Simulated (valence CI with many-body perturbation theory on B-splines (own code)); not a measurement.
**Energy levels of S X**

Computed by relativistic CI+MBPT: five valence electrons over a frozen Dirac-Fock core [He], radial functions for each j: 11 s, 11 p, 10 d, 8 f, 5 g, 2 h, with the one-electron correlation potential Σ1 (screened to all orders), the two-electron term Σ2, the three-electron term Σ3, Breit, model QED; selected single and double excitations, second order for the rest, scaled by the run's own slope (own B-spline code, finite nucleus).

No measured spectrum was set against this ion. As an estimate, levels of excited configurations hold to 0.05 to 0.15 % of their energy, terms of the ground configuration to about 0.5 %. Among the levels kept, up to 5000 cm⁻¹ of a level comes from second order outside the variational space, and about a tenth of that is noise between levels of different J, which matters for small intervals.

Levels 91 to 135 of 192, with energies above the lowest level, 2s2 2p3 4S°_3/2. "Leading %" is the weight of the configuration and term that name the level; weights of strongly mixed levels are sums over their largest components and can fall short.

| No. | Configuration | Term | J | E (eV) | Leading % | Second component | g |
| --- | --- | --- | --- | --- | --- | --- | --- |
| 91 | 2s 2p3 3d | 6D° | 9/2 | 310.56 | 99 |  | 1.556 |
| 92 | 2s 2p3 3s | 4P° | 1/2 | 311.57 | 97 |  | 2.663 |
| 93 | 2s 2p3 3s | 4P° | 3/2 | 311.59 | 96 |  | 1.727 |
| 94 | 2s 2p3 3s | 4P° | 5/2 | 311.66 | 94 |  | 1.591 |
| 95 | 2s 2p3 3s | 2P° | 1/2 | 315.73 | 96 |  | 0.665 |
| 96 | 2s 2p3 3s | 2P° | 3/2 | 315.77 | 95 |  | 1.327 |
| 97 | 2s 2p3 3p | 4D | 1/2 | 316.28 | 90 | 7 % 2s 2p3 3p 2P | 0.060 |
| 98 | 2s 2p3 3p | 4D | 3/2 | 316.32 | 85 | 9 % 2s 2p3 3p 2P | 1.196 |
| 99 | 2s 2p3 3d | 4D° | 5/2 | 316.43 | 99 |  | 1.371 |
| 100 | 2s 2p3 3d | 4D° | 3/2 | 316.43 | 99 |  | 1.200 |
| 101 | 2s 2p3 3d | 4D° | 1/2 | 316.44 | 99 |  | 0.000 |
| 102 | 2s 2p3 3d | 4D° | 7/2 | 316.45 | 99 |  | 1.428 |
| 103 | 2s 2p3 3p | 4D | 5/2 | 316.47 | 91 | 8 % 2s 2p3 3p 4F | 1.344 |
| 104 | 2s 2p3 3p | 4D | 7/2 | 316.61 | 90 | 9 % 2s 2p3 3p 4F | 1.410 |
| 105 | 2s 2p3 3p | 2P | 3/2 | 316.98 | 75 | 15 % 2s 2p3 3p 4F | 1.182 |
| 106 | 2s 2p3 3p | 4F | 3/2 | 317.16 | 80 | 9 % 2s 2p3 3p 2P | 0.560 |
| 107 | 2s 2p3 3p | 4F | 5/2 | 317.21 | 89 | 8 % 2s 2p3 3p 4D | 1.058 |
| 108 | 2s 2p3 3p | 4F | 7/2 | 317.29 | 88 | 10 % 2s 2p3 3p 4D | 1.257 |
| 109 | 2s 2p3 3p | 2P | 1/2 | 317.34 | 88 | 8 % 2s 2p3 3p 4D | 0.610 |
| 110 | 2s 2p3 3p | 4F | 9/2 | 317.36 | 98 |  | 1.333 |
| 111 | 2s 2p3 3p | 2F | 7/2 | 318.77 | 97 |  | 1.144 |
| 112 | 2s 2p3 3p | 2F | 5/2 | 318.86 | 97 |  | 0.860 |
| 113 | 2s 2p3 3p | 4P | 3/2 | 321.57 | 92 | 6 % 2s 2p3 3p 4S | 1.748 |
| 114 | 2s 2p3 3p | 4P | 5/2 | 321.64 | 97 |  | 1.599 |
| 115 | 2s 2p3 3p | 4P | 1/2 | 321.68 | 97 |  | 2.667 |
| 116 | 2s 2p3 3p | 2D | 5/2 | 323.12 | 97 |  | 1.202 |
| 117 | 2s 2p3 3p | 2D | 3/2 | 323.19 | 94 |  | 0.819 |
| 118 | 2s 2p3 3p | 4S | 3/2 | 324.35 | 93 | 6 % 2s 2p3 3p 4P | 1.983 |
| 119 | 2s 2p3 3p | 4D | 1/2 | 324.88 | 97 |  | 0.007 |
| 120 | 2s 2p3 3p | 4D | 3/2 | 324.91 | 97 |  | 1.194 |
| 121 | 2s 2p3 3p | 4D | 5/2 | 324.95 | 97 |  | 1.367 |
| 122 | 2s 2p3 3p | 4D | 7/2 | 325.01 | 97 |  | 1.425 |
| 123 | 2s 2p3 3s | 4S° | 3/2 | 326.23 | 95 |  | 1.993 |
| 124 | 2s 2p3 3s | 2D° | 5/2 | 326.54 | 96 |  | 1.200 |
| 125 | 2s 2p3 3s | 2D° | 3/2 | 326.56 | 96 |  | 0.801 |
| 126 | 2s 2p3 3p | 2P | 1/2 | 326.68 | 96 |  | 0.671 |
| 127 | 2s 2p3 3p | 2P | 3/2 | 327.07 | 91 |  | 1.331 |
| 128 | 2s 2p3 3p | 4P | 1/2 | 327.31 | 97 |  | 2.651 |
| 129 | 2s 2p3 3p | 4P | 3/2 | 327.35 | 94 |  | 1.714 |
| 130 | 2s 2p3 3p | 4P | 5/2 | 327.37 | 96 |  | 1.593 |
| 131 | 2s 2p3 3p | 2D | 3/2 | 327.96 | 97 |  | 0.803 |
| 132 | 2s 2p3 3p | 2D | 5/2 | 328.14 | 95 |  | 1.202 |
| 133 | 2s 2p3 3s | 2S° | 1/2 | 328.45 | 93 |  | 1.973 |
| 134 | 2s 2p3 3d | 4F° | 3/2 | 331.00 | 99 |  | 0.400 |
| 135 | 2s 2p3 3d | 4F° | 5/2 | 331.07 | 97 |  | 1.021 |

Where two levels of one J and parity lie close, their mixing, g and order are uncertain.
